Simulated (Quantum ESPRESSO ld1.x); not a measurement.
Charge is removed step by step from the 2p3/2 level of Pr3+, starting from [He] 2s2 2p(1/2: 2, 3/2: 4) 3s2 3p6 3d10 4s2 4p6 4d10 4f2 5s2 5p6. All-electron calculation, Dirac Kohn-Sham, LDA (Slater exchange, VWN5 correlation), spin-unpolarised, spherical densities, point nucleus; open shells fill j = l - 1/2 first. Program: ld1.x of Quantum ESPRESSO 7.5.

\begin{tabular}{lrrr}
removed (e) & E - E(0) (eV) & eigenvalue (eV) & E minus straight line (eV) \\ \hline
0 & 0.000 & -5895.5 & 0.000 \\
0.25 & 1479.3 & -5939.2 & -16.509 \\
0.5 & 2969.6 & -5983.2 & -22.052 \\
0.75 & 4470.9 & -6027.4 & -16.569 \\
1 & 5983.3 & -6071.9 & 0.000 \\
\end{tabular}

Removing the whole electron costs 5983.3 eV by Delta-SCF, against 5895.5 eV from minus the eigenvalue at the starting occupation. Slater's transition state (half an electron removed) gives 5983.2 eV. Integrating minus the eigenvalue over the occupation (Janak's theorem) gives 5983.3 eV. The mean slope of the eigenvalue, de/dn, is 176 eV per electron.
